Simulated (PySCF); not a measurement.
# Does the structure fit the spectrum?

A compound C5H8O2Si2 gives the data below (simulated from a calculation) and was assigned the structure `C#CC1([SiH2]O[SiH2]O)C=C1`.

¹³C{¹H} NMR (computed): δ 154.8 (C), 142.0 (CH), 105.6 (CH), 85.1 (C), 57.8 (CH3).

¹H NMR (300 MHz, computed): δ 6.38 (s, 1H), 5.28 (m, 1H), 5.17 (m, 1H), 5.04 (m, 1H), 3.62 (s, 3H), 2.05 (d, 1H).

- shielding tensors at PBE0/pcSseg-1 (GIAO)
- geometry: GFN2-xTB
- code: PySCF
- in vacuum, fast rotation and ring inversion assumed for equivalent nuclei, one conformer, relativity neglected

δ = σ(ref) − σ, references computed at the same level: ¹H (σref 31.72) and ¹³C (σref 186.93) vs TMS.

Task: Compare with the shifts computed for the proposed structure, pairing carbons in order of shift.

Result: Atom-mapped SMILES (the numbers label the heavy atoms): `[CH:1]#[C:2][C:3]1([SiH2:4][O:5][SiH2:6][OH:7])[CH:8]=[CH:9]1` (H(Xn): hydrogen on atom n).

| atom | computed for proposal | given list | difference |
| --- | --- | --- | --- |
| C8 | 119.1 | 154.8 | -35.7 |
| C9 | 119.1 | 142.0 | -22.9 |
| C2 | 95.6 | 105.6 | -10.0 |
| C1 | 64.6 | 85.1 | -20.5 |
| C3 | 4.1 | 57.8 | -53.7 |

The rms difference is 32.3 ppm and the largest -53.7 ppm at C3 (three-membered-ring carbon). The proposal also would give 4 carbon signals, not 5. The carbon types in order of shift don't match either: CH, CH, C, CH, C for the proposal against C, CH, CH, C, CH3 in the data. The proposal doesn't fit.

Task: Which isomer fits?

Result: `O(C1=CO[SiH2][Si@H]1C#C)C`.

- Carbon types of the structure: 2 × C, 2 × CH, 1 × CH3, leaving 3 H on heteroatoms.
- δC 154.8, 142.0: alkene carbon bearing oxygen; an sp2 carbon further deshielded by the attached heteroatom.
- δC 105.6: terminal alkyne carbon.
- δC 85.1: alkyne carbon; the triple bond shields along its axis, which puts it between sp3 and sp2 carbons.
- δC 57.8: methyl carbon bonded to O; deshielded by the electronegative neighbour.

This is the structure that produced the data.

Shifts are as computed. Against solution values, carbons near 30 ppm lie about +3 ppm off and those near 130 ppm about +5 ppm. Of 1309 compounds with measured shifts, 239 miss one by over three times the rms of a fit or turn the order of signals round; such compounds aren't used in these exercises. Multiplicities follow the n + 1 count of equivalent neighbours, as no J values were calculated; m marks all less simple cases, F and P coupling included.
